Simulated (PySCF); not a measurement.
In(OH)2(SMe) (CH5InO2S), SMILES [OH][In]([S]C)[OH]. Atoms are numbered in the order given.

```xyz
10

In    -0.0134    -0.5128     0.0000
O     -1.0025    -2.2436     0.0000
H     -0.4041    -2.9998     0.0000
O      1.9913    -0.4352     0.0000
H      2.4208    -1.2972     0.0000
S     -0.9665     1.6562     0.0000
C      0.5866     2.6359     0.0000
H      1.4799     1.9972     0.0000
H      0.5977     3.2713     0.8957
H      0.5977     3.2713    -0.8957
```

Geometry optimised at PBE0-D3(BJ)/def2-SVP. The structure was generated by enumeration; whether it is a known compound was not checked. The def2 effective core potentials stand for the cores of In; spin–orbit coupling is left out. Other conformers were not sampled.

Level of theory: PBE/def2-TZVP (PySCF).

ESP charges are fitted to the potential on shells at 1.4 to 2.0 van der Waals radii. Atomic charges (e):

```tsv
atom	Löwdin	ESP fit	Mulliken
In1	0.11	0.78	0.75
O2	-0.29	-0.67	-0.58
H3	?	0.36	0.30
O4	-0.30	-0.73	-0.61
H5	?	0.38	0.30
S6	0.32	-0.23	-0.28
C7	?	-0.33	-0.35
H8	?	0.14	0.18
H9	?	0.15	0.14
H10	?	0.15	0.14
```

Problem. What belongs in the gaps? (Estimate from the structure and the level; the computed values follow.)

Solution. 
- H3, Löwdin: 0.16
- H5, Löwdin: 0.15
- C7, Löwdin: -0.50
- H8, Löwdin: 0.13
- H9, Löwdin: 0.11
- H10, Löwdin: 0.11
